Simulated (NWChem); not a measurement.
Everything below was run with NWChem. System: germylsilane (H6GeSi), charge 0, spin multiplicity 1, at a geometry optimised with PBE0/def2-SVP. Level: B3LYP/6-31G* (spherical d), VWN1-RPA local correlation.

Input file:

```
start mol
memory heap 200 mb stack 900 mb global 1100 mb
geometry units angstroms nocenter noautoz
  Si     0.061718     1.604319     0.000000
  Ge    -0.029887    -0.777016     0.000000
  H      0.782675     2.091382     1.215412
  H      0.782675     2.091382    -1.215412
  H     -1.320933     2.172216     0.000000
  H     -0.771566    -1.289203     1.249499
  H     -0.771566    -1.289203    -1.249499
  H      1.391031    -1.372530     0.000000
  symmetry group Cs
end
basis spherical
  * library 6-31g*
end
dft
  xc b3lyp
  semidirect memsize 60000000 filesize 0
  iterations 100
end
property
  dipole
  response 1 0.0
end
task dft property
```

NWChem printed:

```
             Northwest Computational Chemistry Package (NWChem) 7.3.0
             --------------------------------------------------------

                                NWChem Input Module
                                -------------------

 Scaling coordinates for geometry "geometry" by  1.889725989
 (inverse scale =  0.529177249)

 Turning off AUTOSYM since
 SYMMETRY directive was detected!

                             Geometry "geometry" -> ""
                             -------------------------

 Output coordinates in angstroms (scale by  1.889725989 to convert to a.u.)

  No.       Tag          Charge          X              Y              Z
 ---- ---------------- ---------- -------------- -------------- --------------
    1 Si                  14.0000     0.06171800     1.60431900     0.00000000
    2 Ge                  32.0000    -0.02988700    -0.77701600     0.00000000
    3 H                    1.0000     0.78267500     2.09138200     1.21541200
    4 H                    1.0000     0.78267500     2.09138200    -1.21541200
    5 H                    1.0000    -1.32093300     2.17221600     0.00000000
    6 H                    1.0000    -0.77156600    -1.28920300     1.24949900
    7 H                    1.0000    -0.77156600    -1.28920300    -1.24949900
    8 H                    1.0000     1.39103100    -1.37253000     0.00000000

 Effective nuclear repulsion energy (a.u.)     172.4169138733

            Nuclear Dipole moment (a.u.)
            ----------------------------
        X                 Y               Z
 ---------------- ---------------- ----------------
    -0.0000302356    -0.0000037795     0.0000000000

      Symmetry information
      --------------------

 Group name             Cs
 Group number              2
 Group order               2
 No. of unique centers     6

      Symmetry unique atoms

     1    2    3    5    6    8


 Summary of "ao basis" -> "" (spherical)
 ------------------------------------------------------------------------------
       Tag                 Description            Shells   Functions and Types
 ---------------- ------------------------------  ------  ---------------------
 *                           6-31g*                   on all atoms

                              NWChem Property Module
                              ----------------------

                                 NWChem DFT Module
                                 -----------------

 Summary of "ao basis" -> "ao basis" (spherical)
 ------------------------------------------------------------------------------
       Tag                 Description            Shells   Functions and Types
 ---------------- ------------------------------  ------  ---------------------
 Si                          6-31g*                  8       18   4s3p1d
 Ge                          6-31g*                 12       32   5s4p3d
 H                           6-31g*                  2        2   2s

 Summary of "ao basis" -> "ao basis" (spherical)
 ------------------------------------------------------------------------------
       Tag                 Description            Shells   Functions and Types
 ---------------- ------------------------------  ------  ---------------------
 Si                          6-31g*                  8       18   4s3p1d
 Ge                          6-31g*                 12       32   5s4p3d
 H                           6-31g*                  2        2   2s

            General Information
[...]
     6      0.288018  1 Si s                  8     -0.247849  1 Si py
    24     -0.163881  2 Ge s                  2     -0.135100  1 Si s

 Vector   28  Occ=0.000000D+00  E= 2.747997D-02
              MO Center=  1.0D-01,  5.5D-01, -7.6D-05, r^2= 4.7D+00
   Bfn.  Coefficient  Atom+Function         Bfn.  Coefficient  Atom+Function
  ----- ------------  ---------------      ----- ------------  ---------------
    11      0.779550  1 Si px                56      0.753420  5 H  s
    62     -0.585657  8 H  s                 33      0.458334  2 Ge px
    52     -0.377010  3 H  s                 54     -0.376395  4 H  s
    29      0.305688  2 Ge px                58      0.292593  6 H  s
    60      0.293071  7 H  s                  7      0.264541  1 Si px

 Vector   29  Occ=0.000000D+00  E= 2.748059D-02
              MO Center= -5.9D-02,  5.6D-01,  7.6D-05, r^2= 4.7D+00
   Bfn.  Coefficient  Atom+Function         Bfn.  Coefficient  Atom+Function
  ----- ------------  ---------------      ----- ------------  ---------------
    13      0.780093  1 Si pz                52     -0.652279  3 H  s
    54      0.652634  4 H  s                 58     -0.507353  6 H  s
    60      0.507077  7 H  s                 35      0.458702  2 Ge pz
    31      0.305920  2 Ge pz                 9      0.264743  1 Si pz
    51     -0.120416  3 H  s                 53      0.120481  4 H  s

 center of mass
 --------------
 x =  -0.00682018 y =  -0.17736849 z =   0.00000000

 moments of inertia (a.u.)
 ------------------
         502.208183384757         -17.636084645551           0.000000000000
         -17.636084645551          44.420500754386           0.000000000000
           0.000000000000           0.000000000000         502.886715376607

     Multipole analysis of the density
     ---------------------------------

     L   x y z        total         alpha         beta         nuclear
     -   - - -        -----         -----         ----         -------
     0   0 0 0     -0.000000    -26.000000    -26.000000     52.000000

     1   1 0 0      0.001199      0.000615      0.000615     -0.000030
     1   0 1 0      0.030166      0.015085      0.015085     -0.000004
     1   0 0 1      0.000000      0.000000      0.000000      0.000000

     2   2 0 0    -26.000009    -24.030184    -24.030184     22.060360
     2   1 1 0     -0.032589     -4.683519     -4.683519      9.334449
     2   1 0 1     -0.000000     -0.000000     -0.000000      0.000000
     2   0 2 0    -26.844120   -145.601583   -145.601583    264.359045
     2   0 1 1     -0.000000     -0.000000     -0.000000      0.000000
     2   0 0 2    -25.998794    -23.849983    -23.849983     21.701173

 *** CALLING NEW AORESP DRIVER FOR CLOSED AND OPEN SHELLS ***
 Entering AOResponse driver routine

--------------------------------------------------------------------------------

          ****************
          *** RESPONSE ***
          ****************

 Response module for NWChem and dynamic CPKS solver

          -----------------------------------------------
          Solving response equations for perturbing field
          -----------------------------------------------

 number of frequencies:     1
 frequency in a.u.:  0.0000000E+00
 Perturbing field: electric
 Using El. Dipole Length Gauge

 Setting up CPKS with frequency omega =      0.00000000 a.u.

 STATIC response

                                NWChem CPHF Module
                                ------------------

  scftype          =     RHF
  nclosed          =       26
  nopen            =        0
  variables        =      936
  # of vectors     =        3
  tolerance        = 0.10D-03
  level shift      = 0.00D+00
  max iterations   =       50
  max subspace     =       30

  int2e_file: Failed to allocate cache ... halving
 SCF residual:    7.3872501961670350E-005

Iterative solution of linear equations
  No. of variables      936
  No. of equations        3
  Maximum subspace       30
        Iterations       50
       Convergence  1.0D-04

   iter   nsub   residual    time
   ----  ------  --------  ---------
     1      3    2.73D+00       6.0
     2      6    7.49D-01       8.4
     3      9    3.77D-01      10.8
     4     12    1.74D-01      13.3
     5     15    1.26D-02      15.7
     6     18    6.62D-03      18.1
     7     21    1.04D-04      20.4
     8     24    1.61D-05      22.8

 Electric Dipole Response Matrix (nonzero elements):

              1        2        3
    1   46.1765   0.7871   0.0000
    2    0.7871  66.6065   0.0000
    3    0.0000   0.0000  46.1461

 ------------------------------------------
 average:        52.97639 + I       0.00000

 DFT Linear Response polarizability / au
 Frequency  =       0.0000000 / au
 Wavelength = -999999.0000000 / nm
              X              Y              Z
 -----------------------------------------------
 X      46.1765068      0.7871127      0.0000000
 Y       0.7871127     66.6065320      0.0000000
 Z       0.0000000      0.0000000     46.1461254
 -----------------------------------------------
 Eigenvalues =      46.1462263     66.6368124     46.1461254
 Isotropic   =      52.9763880
 Anisotropic =      20.4906365
 -----------------------------------------------

 Magnetic Dipole Response Matrix (nonzero elements):
 Optical rotation tensor Beta

 *** static G'=0. Use GPRIME input with finite omega
 *** or better ORBETA without GPRIME for small or zero freq.

 zero matrix

 ------------------------------------------
 average:         0.00000 + I       0.00000

 Exiting AOResponse driver routine

          -------------
          Dipole Moment
          -------------

 Center of charge (in au) is the expansion point
         X =      -0.0000006 Y =      -0.0000001 Z =       0.0000000

   Dipole moment        0.0301893591 A.U.
             DMX        0.0011988790 DMXEFC        0.0000000000
             DMY        0.0301655448 DMYEFC        0.0000000000
             DMZ        0.0000000033 DMZEFC        0.0000000000
   -EFC- dipole         0.0000000000 A.U.
   Total dipole         0.0301893591 A.U.

   Dipole moment        0.0767342769 Debye(s)
             DMX        0.0030472695 DMXEFC        0.0000000000
             DMY        0.0766737465 DMYEFC        0.0000000000
             DMZ        0.0000000083 DMZEFC        0.0000000000
   -EFC- dipole         0.0000000000 DEBYE(S)
   Total dipole         0.0767342769 DEBYE(S)

 1 a.u. = 2.541766 Debyes

 Task  times  cpu:       22.8s     wall:       22.8s

 Total times  cpu:       22.8s     wall:       22.8s
```
